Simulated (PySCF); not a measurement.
CH₃ClOSe. Atoms are numbered in the order given.

```xyz
7

Se    -0.0105    -0.2969     0.6900
Cl    -1.2858     1.2782    -0.2371
O      1.4202    -0.3242    -0.4112
C      1.2169    -0.9529    -1.6804
H      0.5080    -0.3657    -2.3031
H      2.2089    -0.9661    -2.1750
H      0.8361    -1.9921    -1.5783
```

Geometry: PBE-D3(BJ)/def2-SVP. One conformer was computed; it need not be the lowest.

The numbers are results of PBE-D3(BJ)/def2-SVP run with PySCF 2.14.0, not measurements.

Frequencies are harmonic and unscaled.

| mode | ν (cm⁻¹) | IR (km/mol) | moving atoms (share of kinetic energy) |
|---|---|---|---|
| 1 | 98 | 3.1 | C 36 %, Cl 32 %, H 19 %, Se 12 % |
| 2 | 136 | 0.5 | H 88 % |
| 3 | 241 | 6.6 | O 61 %, H 18 %, Cl 12 % |
| 4 | 319 | 1.0 | C 34 %, O 25 %, H 22 %, Se 17 % |
| 5 | 365 | 37.6 | Cl 65 %, Se 33 % |
| 6 | 598 | 36.6 | O 70 %, Se 17 % |
| 7 | 1006 | 83.3 | O 49 %, C 46 % |
| 8 | 1118 | 1.6 | H 76 %, C 19 % |
| 9 | 1134 | 4.7 | H 71 %, C 21 % |
| 10 | 1387 | 5.3 | H 90 %, C 9 % |
| 11 | 1395 | 11.9 | H 95 % |
| 12 | 1422 | 11.1 | H 96 % |
| 13 | 2943 | 43.0 | H 98 % |
| 14 | 3034 | 18.9 | H 90 %, C 10 % |
| 15 | 3067 | 7.5 | H 90 %, C 10 % |
